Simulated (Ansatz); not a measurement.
`C=[CH][InH2]` + CH₃OH → `C[O][InH2]` + `C=C` at 298.15 K and 1 bar (ligand exchange at the In–C bond).

Program: Ansatz. Geometries: PBE0-D4/def2-TZVP. ΔE: electronic, gas phase. CBS: MP2 limit from def2 TZ/QZ plus the TZ coupled-cluster correction, frozen cores. This one scheme is used for every species. Elements past krypton have def2 core potentials. For In outer-core shells are correlated without core-valence functions, which leaves a few kJ/mol of doubt a bond.

```csv
species,CCSD(T)/CBS energy (Eh),H − E (kJ/mol),S (J/(mol·K))
`C=[CH][InH2]`,-268.86241,155.7,310.3
CH₃OH,-115.61712,146.3,238.2
`C[O][InH2]`,-306.01914,156.4,318.5
`C=C`,-78.48111,144.6,218.9
```

H − E and S are ideal-gas, rigid-rotor, harmonic terms from PBE0-D4/def2-TZVP. 1 Eh = 2625.50 kJ/mol, R = 8.31446 J/(mol·K).

Q: By hand: ΔE, ΔH, ΔS and ΔG.

A: ΔE = (-306.01914) + (-78.48111) − (-268.86241) − (-115.61712) = -0.02072 Eh = -54.4 kJ/mol. Δ(H − E) = 156.4 + 144.6 − 155.7 − 146.3 = -1.0, so ΔH = -55.4 kJ/mol. ΔS = 318.5 + 218.9 − 310.3 − 238.2 = -11.1 J/(mol·K). ΔG = -55.4 − 298.15 × (-11.1)/1000 = -52.1 kJ/mol.

Q: By hand: the equilibrium constant, and the temperature at which ΔG would vanish if ΔH and ΔS stayed fixed.

A: log₁₀ K = −ΔG/(RT ln 10) = 9.1. ΔG = 0 at ΔH/ΔS = 4991 K, far beyond where these terms or the molecules hold.

The number of gas molecules stays the same, so ΔS is small and ΔH decides. A doubt of 5 kJ/mol in ΔE shifts log₁₀ K by 0.9 here. These are equilibria of isolated gas molecules and say nothing of rates. Largest T1 diagnostic: 0.017 (customary marks: 0.02 for closed shells, 0.045 for open ones).
